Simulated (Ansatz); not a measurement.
Consider the ligand exchange at a W–O bond: `[O]=[W]([OH])([OH])([OH])[Cl]` + H–F → `[O]=[W]([OH])([OH])([F])[Cl]` + H₂O.

Calculated with Ansatz (gas phase, PBE0-D4/def2-TZVP geometries, no zero-point term in ΔE). CCSD(T)/CBS adds triple-zeta CCSD(T) − MP2 to the extrapolated MP2 energy (def2 sets, frozen cores). This one scheme is used for every species. DFT in def2-TZVPP. HSE06 is defined as in plane-wave codes. Elements past krypton have def2 core potentials. For W outer-core shells are correlated without core-valence functions, which leaves a few kJ/mol of doubt a bond. Each species was taken in one conformer, which may not be the lowest.

`[O]=[W]([OH])([OH])([OH])[Cl]`:

Cartesian coordinates in Å:
```
O -0.075 0.953 -1.537
W -0.005 0.042 -0.104
O -0.029 -1.591 -1.034
O 1.618 0.757 0.502
O -1.584 0.727 0.638
Cl 0.091 -1.361 1.867
H 0.004 -2.352 -0.440
H 2.048 1.432 -0.033
H -2.070 1.394 0.142
```

H–F:

Cartesian coordinates in Å:
```
F -0.256 -0.353 0.146
H 0.256 0.353 -0.146
```

`[O]=[W]([OH])([OH])([F])[Cl]`:

```xyz
8

O    -1.489   -0.275   -1.030
W     0.008   -0.070   -0.298
O    -0.041    1.386    0.907
O    -0.122   -1.194    1.183
F     0.765    1.229   -1.447
Cl    1.502   -1.503   -1.300
H     0.173    2.260    0.564
H    -0.796   -1.833    1.421
```

H₂O:

Cartesian coordinates in Å:
```
O -0.364 -0.042 0.132
H 0.444 -0.372 0.531
H -0.080 0.414 -0.663
```

Q: Is it downhill or uphill in electronic energy at CCSD(T)/CBS, and by how much? (Best estimate.)

A: Computed: Downhill: ΔE = -39.1 kJ/mol.

Q: What do these levels give: PBE, BLYP, HSE06, MP2/def2-SVP, SCS-MP2/def2-QZVPP, MP2/CBS(def2)? (Estimate.)

A: The calculation gave: PBE -51.8, BLYP -56.8, HSE06 -50.4, MP2/def2-SVP -47.1, SCS-MP2/def2-QZVPP -36.5, MP2/CBS(def2) -31.3 kJ/mol.

Largest T1 diagnostic among the species: 0.022, so the coupled-cluster value is less sure than usual.

At CCSD(T), def2-SVP lies −15.6 kJ/mol from the extrapolated value and def2-TZVPP −1.0 kJ/mol. The D4 term adds +4.3 kJ/mol with B3LYP and +2.3 kJ/mol with PBE0; it sums over pairs of atoms, weighted by their polarisabilities, and B3LYP, whose exchange is more repulsive, gets the larger term.

B3LYP here is the variant with VWN-RPA as its local correlation; programs differ in this.
